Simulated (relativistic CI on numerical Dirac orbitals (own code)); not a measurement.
Calculated at this level of theory: Dirac-Coulomb-Breit CI, separate exchange-only KLI orbitals for each configuration, model QED (radiative potential, 1s self-energy scaled to tabulated hydrogen-like ionisation energies), unscaled Slater integrals (own radial code, finite nucleus).

CI space (outside the closed core [Ne]): 3s²3p⁶3d¹⁰, 3s²3p⁶3d⁹4s, 3s²3p⁶3d⁹4p, 3s²3p⁶3d⁹4d, 3s²3p⁵3d¹⁰4s, 3s²3p⁶3d⁹4f, 3s²3p⁵3d¹⁰4p, 3s²3p⁶3d⁸4s², 3s²3p⁵3d¹⁰4d, 3s²3p⁶3d⁸4s4p, 3s3p⁶3d¹⁰4s, 3s²3p⁶3d⁹5s, 3s²3p⁵3d¹⁰4f, 3s²3p⁶3d⁸4p², 3s²3p⁶3d⁸4s4d, 3s²3p⁶3d⁹5p, 3s3p⁶3d¹⁰4p, 3s²3p⁵3d⁹4s², 3s²3p⁶3d⁹5d, 3s²3p⁶3d⁸4p4d, 3s²3p⁶3d⁹5f, 3s²3p⁵3d⁹4s4p, 3s²3p⁶3d⁹5g, 3s3p⁶3d¹⁰4d, 3s²3p⁶3d⁸4d², 3s²3p⁵3d⁹4p², 3s²3p⁵3d⁹4s4d, 3s3p⁶3d¹⁰4f, 3s3p⁶3d⁹4s², 3s²3p⁵3d¹⁰5s, 3s²3p⁶3d⁹6s, 3s²3p⁴3d¹⁰4s², 3s²3p⁵3d⁹4p4d, 3s²3p⁶3d⁹6p, 3s²3p⁵3d¹⁰5p, 3s²3p⁶3d⁹6d. Levels of other configurations are missing.

At this charge energies of transitions that change n are usually good to better than 1 %, and those within a shell (Δn = 0) to a few per cent.

Outline of the computed level scheme of Hg LIII. Lowest level of each configuration: 3s²3p⁶3d¹⁰ ¹S0 at 0.00 eV; 3s²3p⁶3d⁹4s ³D3 at 1920.46 eV; 3s²3p⁶3d⁹4p ³P°2 at 2031.93 eV; 3s²3p⁶3d⁹4d ³P1 at 2349.70 eV; 3s²3p⁵3d¹⁰4s ³P°2 at 2447.93 eV; 3s²3p⁶3d⁹4f ³P°0 at 2555.07 eV; 3s²3p⁵3d¹⁰4p ³P1 at 2560.12 eV.

Some strong electric-dipole decays among the lowest 45 levels: 3s²3p⁵3d¹⁰4s ¹P°1 → 3s²3p⁶3d¹⁰ ¹S0 (3.3e+13 s⁻¹); 3s²3p⁶3d⁹4p ¹P°1 → 3s²3p⁶3d¹⁰ ¹S0 (1.9e+13 s⁻¹); 3s²3p⁶3d⁹4p ³D°1 → 3s²3p⁶3d¹⁰ ¹S0 (1.1e+13 s⁻¹); 3s²3p⁵3d¹⁰4p ³P1 → 3s²3p⁶3d⁹4p ³P°2 (2.7e+12 s⁻¹); 3s²3p⁵3d¹⁰4s ¹P°1 → 3s²3p⁶3d⁹4s ¹D2 (2.6e+12 s⁻¹); 3s²3p⁵3d¹⁰4s ³P°2 → 3s²3p⁶3d⁹4s ³D3 (2.4e+12 s⁻¹); 3s²3p⁶3d⁹4p ³P°1 → 3s²3p⁶3d¹⁰ ¹S0 (1.9e+12 s⁻¹); 3s²3p⁶3d⁹4d ³G3 → 3s²3p⁶3d⁹4p ³F°2 (1.4e+12 s⁻¹).

LS names give the leading component of a level, which can be under half, so a name can repeat, a term be missing and a line seem to break the LS rules.
